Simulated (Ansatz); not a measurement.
Z-matrix (Å, degrees):
```
C
Si 1 1.873
H 1 1.092 2 110.9
H 1 1.092 2 110.3 3 -119.8
H 1 1.092 2 110.7 3 120.2
Si 2 2.339 1 110.3 3 62.3
H 2 1.491 1 111.2 3 -57.9
H 2 1.489 1 110.9 3 -178.1
Cl 6 2.071 2 107.9 1 53.6
H 6 1.485 2 113.2 1 172.5
H 6 1.487 2 112.4 1 -64.1
```

The species carries charge 0 and has multiplicity 1.

**Question.** List the PBE/def2-TZVPP orbital energies in eV (Ansatz). (Best estimate.)

**Answer.** Computed: Occupied: -2738.85, -1780.37, -1779.56, -268.87, -249.43, -190.12, -189.95, -189.95, -138.05, -137.33, -94.85, -94.75, -94.74, -94.07, -94.06, -94.04, -20.41, -17.54, -13.69, -12.19, -10.28, -10.24, -9.50, -9.22, -8.40, -8.22, -8.13, -7.48, -6.76. Lowest empty: -1.32, -0.71, -0.08, 0.38, 0.58, 1.04, 1.14, 1.60.
